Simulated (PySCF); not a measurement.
Species: C₂H₆BO₂, net charge 0, doublet state. It need not be the lowest isomer of its formula. 
Geometry from a B3LYP-D3(BJ)/def2-TZVP (Ansatz) optimisation:
SMILES: CO[B]OC
```xyz
11

B      0.1831     0.7083     0.3155
O      0.7904    -0.4227    -0.1007
C      2.2011    -0.6193    -0.0461
O     -1.1412     0.9059     0.2697
C     -2.0333    -0.1011    -0.2404
H      2.7045     0.2543     0.3700
H      2.5670    -0.8051    -1.0561
H      2.4082    -1.4908     0.5753
H     -1.7972    -0.3281    -1.2805
H     -1.9559    -1.0139     0.3513
H     -3.0419     0.2994    -0.1702
```
Charge 0, spin multiplicity 2.

Dispersion corrections to the total energy (kcal/mol) from the dftd3 and dftd4 libraries through PySCF: D3(BJ) without and D4 with the three-body term, each with the damping fitted for the functional named.

```csv
functional,D3(BJ),D4
HSE06,-2.44,-3.00
HF,[?],-15.17
CAM-B3LYP,-2.91,-3.24
PBE,-3.94,-3.90
B3LYP,-6.66,-6.21
BP86,-5.92,[?]
BHLYP,-5.07,[?]
```

Task: Fill in the missing entries.

Result: 
- HF, D3(BJ): -32.97
- BP86, D4: -5.05
- BHLYP, D4: -4.28
